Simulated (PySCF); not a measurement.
Spectra and structures to be paired. Level of theory: TDDFT wB97X-D/def2-SVPD, vertical, gas phase, core orbitals frozen in the response in PySCF. Geometries: GFN2-xTB; one conformer of each isolated species. Triplets are in the Tamm–Dancoff approximation. Ions are computed without counter-ions or solvent.

A. `C=NC(=C)C#N` (C4H4N2)
B. `N=C=S` (CHNS)
C. `N#CS` (CHNS)
D. `C=C[C@@H]1C[P@H+]1CO` ([C5H10OP]+)

Lowest singlet levels (six at most, fewer where fewer were computed) with oscillator strengths:

1. 5.57 eV (f 0.178); 6.79 eV (f 0.007); 7.00 eV (f 0.046); 7.16 eV (f 0.061); 7.29 eV (f 0.034); 7.36 eV (f 0.041); T1 3.97 eV
2. 5.69 eV (f 0.000); 6.80 eV (f 0.004); 7.05 eV (f 0.015); 7.41 eV (f 0.022); 8.39 eV (f 0.001); 8.67 eV (f 0.148); T1 5.33 eV
3. 4.43 eV (f 0.023); 5.98 eV (f 0.423); 6.15 eV (f 0.012); 6.80 eV (f 0.007); 6.90 eV (f 0.026); 7.06 eV (f 0.037); T1 3.21 eV
4. 4.61 eV (f 0.000); 5.36 eV (f 0.007); 5.88 eV (f 0.000); 7.13 eV (f 0.025); 7.41 eV (f 0.089); 7.79 eV (f 0.745); T1 4.33 eV

**Question.** Match each spectrum to its molecule.

**Answer.** 1 = D, 2 = C, 3 = A, 4 = B.
- A: S1 at 4.43 eV, HOMO→LUMO (50%), HOMO-1→LUMO (40%); Löwdin shares by element: HOMO carbon 52% or more, nitrogen 27% or more (atoms not listed hold the other 21%); LUMO carbon 63% or more, nitrogen 12% or more (atoms not listed hold the other 25%); HOMO -9.61 and LUMO -0.37 eV.
- B: S1 at 4.61 eV, HOMO→LUMO (98%); Löwdin shares by element: HOMO sulfur 57%, nitrogen 22%, carbon 19%; LUMO sulfur 35%, carbon 33%, nitrogen 25%, hydrogen 8%; HOMO -9.45 and LUMO 0.63 eV; point group Cs, 2 of its 6 listed states under f = 0.0005.
- C: S1 at 5.69 eV, HOMO→LUMO (89%); Löwdin shares by element: HOMO sulfur 55%, nitrogen 22%, carbon 18%, hydrogen 4%; LUMO sulfur 47%, hydrogen 24%, carbon 17%, nitrogen 12%; HOMO -10.22 and LUMO 0.86 eV; point group Cs, 1 of its 6 listed states under f = 0.0005.
- D: S1 at 5.57 eV, HOMO→LUMO (96%); Löwdin shares by element: HOMO carbon 75% or more, phosphorus 7% (atoms not listed hold the other 17%); LUMO carbon 39% or more, phosphorus 30% (atoms not listed hold the other 32%); HOMO -13.48 and LUMO -3.76 eV.
C and D have S1 within 0.13 eV of each other; their strongest listed levels stand at 8.67 eV (f 0.148) and 5.57 eV (f 0.178).
